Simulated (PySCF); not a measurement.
Molecule: `Nc1ccc(O)cc1`, C$_{6}$H$_{7}$NO.

Geometry (Å), atoms numbered from 1 in this order:
```xyz
15

N    -2.749   -0.141    0.549
C    -1.383   -0.197    0.302
C    -0.718   -1.427    0.170
C     0.657   -1.490   -0.023
C     1.419   -0.321   -0.089
O     2.758   -0.437   -0.280
C     0.771    0.908    0.041
C    -0.607    0.969    0.233
H    -3.199    0.726    0.281
H    -3.275   -0.947    0.235
H    -1.293   -2.356    0.223
H     1.162   -2.452   -0.126
H     3.148    0.442   -0.300
H     1.349    1.836   -0.010
H    -1.090    1.944    0.336
```

Geometry PBE0-D3(BJ)/def2-SVP throughout; GIAO in PySCF, gas phase, one conformer, non-relativistic; equivalent atoms averaged; functional PBE0.

For orientation, STO-3G gives these absolute shieldings σ: N1 258.7, C5 114.5, C2 122.4, C3/C8 134.3, C4/C7 134.5, O6 277.1, H12/H14 26.61, H13 29.86, H9/H10 30.04 ppm.

A run gave: N1 195.7, C5 34.3, C2 43.3, C3/C8 69.7, C4/C7 69.2, O6 224.0, H12/H14 24.89, H13 28.51, H9/H10 28.76 ppm (absolute shieldings σ).

Question: Which basis set was used in that run?
A. 6-311+G(2d,p)
B. pcSseg-1
C. pcSseg-0
D. def2-SVP
E. cc-pVDZ

Answer: A. C2 tells them apart best: 6-311+G(2d,p) gives 43.3, def2-SVP gives 57.7, pcSseg-1 gives 39.8, pcSseg-0 gives 45.8, cc-pVDZ gives 58.8 ppm.
